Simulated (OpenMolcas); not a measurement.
# Re2+ in a point-charge field

Re2+ among 4 point charges of -1.5 e arranged as a square (D4h), 2.06 Å from the ion.
```
   2.0600    0.0000    0.0000  -1.50
   0.0000    2.0600    0.0000  -1.50
  -2.0600    0.0000    0.0000  -1.50
   0.0000   -2.0600    0.0000  -1.50
```

- Program: OpenMolcas 26.06
- Method: CASSCF
- Basis: ANO-RCC-VTZP [8s7p5d3f2g1h]
- Scalar Hamiltonian: DKH2, point nucleus
- Active space: 5 electrons in 5 orbitals (5d)
- State averaging: 2S+1 = 6 even, 1 root; 2S+1 = 4 even, 24 roots; 2S+1 = 2 even, 75 roots
- Spin-orbit coupling: RASSI with atomic mean-field integrals over the reference wave functions

The lowest spin-free states (labels of D4, the rotations of D4h), above the lowest:

```tsv
State	Degeneracy	E (cm-1)	Free-ion L (%)
4B1	1	0.0	F (46)
6A1	1	3153	S (100)
4E	2	7717	G (30)
4B2	1	8356	F (44)
2S+1 = 2	1	13227	G (39)
2S+1 = 2	1	13644	G (44)
2S+1 = 2	1	13876	H (42)
4A2	1	14274	G (62)
2E	2	14466	G (36)
4E	2	14529	F (33)
2E	2	15319	F (50)
2S+1 = 2	1	16449	G (43)
2S+1 = 2	1	19138	H (30)
4E	2	19435	F (77)
4A1	1	19438	D (80)
2E	2	20993	H (47)
2E	2	21900	F (42)
4A1	1	22440	G (99)
2S+1 = 2	1	22981	H (51)
2A2	1	23421	G (34)
```

The lowest levels with spin-orbit coupling:

| E (cm-1) | Degeneracy | Label | 2S+1 | g |
| --- | --- | --- | --- | --- |
| 0.0 | 2 | E1/2 | 4 (89 %) | 0.84 0.84 2.72 |
| 937.2 | 2 | E3/2 | 4 | 0.48 4.12 4.12 |
| 3079 | 2 | E1/2 | 6 (62 %) | 1.58 4.53 4.53 |
| 3738 | 2 | E3/2 | 6 (77 %) | 1.13 1.13 4.84 |
| 4324 | 2 | E3/2 | 6 (84 %) | 1.06 1.06 9.01 |
| 7150 | 2 | E1/2 | 4 (71 %) | 0.57 0.57 4.65 |
| 8680 | 2 | E3/2 | 4 (77 %) | 2.83 4.08 4.08 |
| 9417 | 2 | E1/2 | 4 (77 %) | 0.03 0.03 3.60 |
| 10397 | 2 | E3/2 | 4 (81 %) | 1.07 2.64 2.64 |
| 10776 | 2 | E3/2 | 4 (88 %) | 1.57 2.85 2.85 |
| 10785 | 2 | E1/2 | 4 (89 %) | 0.32 0.32 7.55 |
| 12231 | 2 | E1/2 | 2 (57 %) | 0.98 0.98 1.62 |
| 13409 | 2 | E3/2 | 4 (48 %) | 0.11 0.11 2.48 |
| 14536 | 2 |  | 2 (74 %) | 0.04 2.60 2.60 |
| 14826 | 2 |  | 4 (54 %) | 1.10 2.27 2.27 |
| 15195 | 2 | E1/2 | 4 (54 %) | 1.88 2.10 2.10 |
| 15512 | 2 | E1/2 | 2 (67 %) | 0.63 0.63 1.76 |
| 16126 | 2 | E1/2 | 4 (60 %) | 0.46 1.04 1.04 |
| 16222 | 2 |  | 2 (64 %) | 1.27 1.74 1.74 |
| 17155 | 2 | E3/2 | 4 (65 %) | 1.42 1.42 2.18 |

Powder χT (cm3 K/mol): 0.279 at 2 K, 0.291 at 10 K, 0.354 at 50 K, 0.432 at 100 K, 0.588 at 200 K, 0.744 at 300 K. The effective moment at 300 K is 2.828 √(χT) = 2.44 μB.

Spin-orbit coupling mixes the spin-free states strongly: the lowest level takes only 70 % from its leading state, 4B1. Without dynamic correlation the repulsion within the d shell is too large (B by tens of per cent), so at a given field states of lower spin stand too high. This shell can be high or low spin here, a state of another spin lies low, and with metal d orbitals alone active their balance is uncertain, so the ground spin may be wrong, although the usual error favours high spin. This is an electrostatic model: the charges have no orbitals. No measured value stands beside these numbers.

The RASSCF and RASSI steps took 34 s on 1 thread of Arm Neoverse V1, with other jobs on the host; the integral step is not counted.
